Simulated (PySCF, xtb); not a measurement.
Bond stretch in BrF, singlet.

GFN1-xTB (xtb); RKS-LDA (SVWN5)/6-31G* = restricted LDA (SVWN5)/6-31G*, spherical d run with PySCF; RKS-B3LYP/6-31G* = PySCF with restricted B3LYP/6-31G*, spherical d; UCCSD(T) = CCSD(T) on UHF/cc-pVDZ, 10 core orbitals frozen (PySCF 2.14.0).

Energies relative to the lowest point of each curve near equilibrium, in kJ/mol; the last columns give the difference from UCCSD(T):

| R / Å | GFN1-xTB | RKS-LDA (SVWN5)/6-31G* | RKS-B3LYP/6-31G* | UCCSD(T) | GFN1-xTB − UCCSD(T) | RKS-LDA (SVWN5)/6-31G* − UCCSD(T) | RKS-B3LYP/6-31G* − UCCSD(T) |
|---|---|---|---|---|---|---|---|
| 1.32 | 528.8 | 653.1 | 690.2 | 733.6 | -204.8 | -80.5 | -43.4 |
| 1.40 | 286.1 | 370.0 | 397.8 | 431.2 | -145.1 | -61.1 | -33.4 |
| 1.49 | 130.3 | 175.8 | 194.7 | 218.4 | -88.1 | -42.6 | -23.7 |
| 1.59 | 42.0 | 59.7 | 70.6 | 85.7 | -43.7 | -26.0 | -15.1 |
| 1.64 | 19.0 | 28.2 | 35.8 | 47.2 | -28.2 | -19.0 | -11.4 |
| 1.70 | 4.2 | 7.0 | 10.9 | 18.4 | -14.2 | -11.3 | -7.4 |
| 1.75 | 0.0 | 0.0 | 1.2 | 5.5 | -5.5 | -5.5 | -4.3 |
| 1.82 | 3.4 | 2.1 | 0.0 | 0.0 | 3.4 | 2.1 | 0.0 |
| 1.86 | 9.0 | 8.0 | 4.2 | 1.7 | 7.3 | 6.3 | 2.5 |
| 1.91 | 19.0 | 18.9 | 13.3 | 9.3 | 9.7 | 9.6 | 4.0 |
| 2.04 | 55.0 | 59.3 | 49.8 | 40.1 | 14.9 | 19.2 | 9.7 |
| 2.16 | 95.3 | 103.9 | 92.0 | 75.5 | 19.7 | 28.4 | 16.5 |
| 2.37 | 168.2 | 183.0 | 169.0 | 135.6 | 32.6 | 47.4 | 33.4 |
| 2.61 | 239.5 | — | 247.7 | 173.0 | 66.4 | — | 74.7 |
| 2.92 | — | — | 326.6 | 186.3 | — | — | 140.3 |
| 3.14 | — | — | 368.0 | 187.5 | — | — | 180.4 |
| 3.53 | — | — | 418.5 | — | — | — | — |
| 3.86 | — | — | 444.9 | — | — | — | — |
| 4.33 | — | — | 466.6 | — | — | — | — |
| 4.71 | — | — | 476.5 | — | — | — | — |
| 5.26 | — | — | 484.6 | — | — | — | — |
| 6.18 | — | — | 491.2 | — | — | — | — |
| 7.00 | — | — | 494.5 | — | — | — | — |

GFN1-xTB is furthest from UCCSD(T) at 1.32 (-204.8 kJ/mol, below); its mean absolute difference over the points is 48.8 kJ/mol.

RKS-LDA (SVWN5)/6-31G* is furthest from UCCSD(T) at 1.32 (-80.5 kJ/mol, below); its mean absolute difference over the points is 27.6 kJ/mol.

RKS-B3LYP/6-31G* is furthest from UCCSD(T) at 3.14 (180.4 kJ/mol, above); its mean absolute difference over the points is 37.5 kJ/mol.

A dash means that the run gave no value there, or that the column was ended at a point which the program doubted or which failed a test of continuity chosen for this set; such a test can also cut sound points.

The restricted form behind RKS-LDA (SVWN5)/6-31G*, RKS-B3LYP/6-31G* keeps the bonding electrons paired and can't separate into open-shell fragments. The unrestricted determinant behind UCCSD(T) is spin-contaminated at 1.91 to 7.00 Å (<S²> up to 1.0, against 0.00 for a pure singlet).
